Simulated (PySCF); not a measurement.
Computed Raman spectrum (relative Raman activity) of a molecule C2H6GeO2. Coordinates come from a PBE-D3(BJ)/def2-SVP optimisation. The values are those of a single conformer. Method: PBE-D3(BJ)/def2-SVP run with PySCF. Frequencies are harmonic and unscaled.

Lines under 2 % of the strongest are left out, and lines within 2 cm⁻¹ are merged.

| ν (cm⁻¹) | relative intensity |
|---|---|
| 341 | 2.1 |
| 544 | 8.5 |
| 586 | 6.5 |
| 589 | 4.1 |
| 674 | 2.4 |
| 693 | 3.8 |
| 826 | 3.2 |
| 1378 | 3.9 |
| 1384 | 4.2 |
| 1722 | 3.1 |
| 2042 | 69 |
| 2755 | 100 |
| 2986 | 49 |
| 3093 | 31 |
| 3102 | 27 |
| 3581 | 19 |

Q: Which molecule gave these data?
(A) [CH3][Ge@@H]([OH])[CH]=O
(B) CC1[O][GeH2][O]1
(C) C[O][Ge][O]C
(D) C[C](=O)[GeH2][OH]

A: A, [CH3][Ge@@H]([OH])[CH]=O
